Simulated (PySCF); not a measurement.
Cost of response and excited-state runs on SMILES C/C=C\[Si@@H]1CC[SiH2][SiH2]N1, C$_{5}$H$_{15}$NSi$_{3}$

Geometry (Å), atoms numbered from 1 in this order:
```xyz
24

C    -3.572   -0.349   -0.068
C    -3.021    0.958   -0.525
C    -1.755    1.340   -0.428
Si   -0.338    0.334    0.293
C     1.215    1.426    0.372
C     2.441    0.718    0.948
Si    3.116   -0.654   -0.194
Si    1.395   -1.990   -0.932
N    -0.035   -1.010   -0.765
H    -3.971   -0.904   -0.918
H    -4.394   -0.185    0.629
H    -2.808   -0.948    0.419
H    -3.759    1.619   -0.971
H    -1.505    2.325   -0.802
H    -0.636   -0.137    1.665
H     1.457    1.809   -0.621
H     0.987    2.300    0.988
H     2.180    0.289    1.919
H     3.228    1.452    1.144
H     4.143   -1.385    0.568
H     3.848    0.009   -1.289
H     1.429   -2.374   -2.353
H     1.202   -3.251   -0.187
H    -0.858   -1.372   -1.220
```

PySCF with density fitting, on 1 thread of an Arm Neoverse V1, shared host. Command: `OMP_NUM_THREADS=1 python excited_run.py task.json out`

**Question.** How long does this run take, and how much memory?
- excited states, wB97X-D/def2-SVP; Tamm-Dancoff; spin-orbit couplings; 6 states; 6 triplets; quadratic response for 4 states

**Answer.** 
| run | level | basis functions | wall time | peak memory (GiB) |
| --- | --- | --- | --- | --- |
| excited states | wB97X-D/def2-SVP | 213 | 76 s | 0.98 |

Times from a shared host are rough.
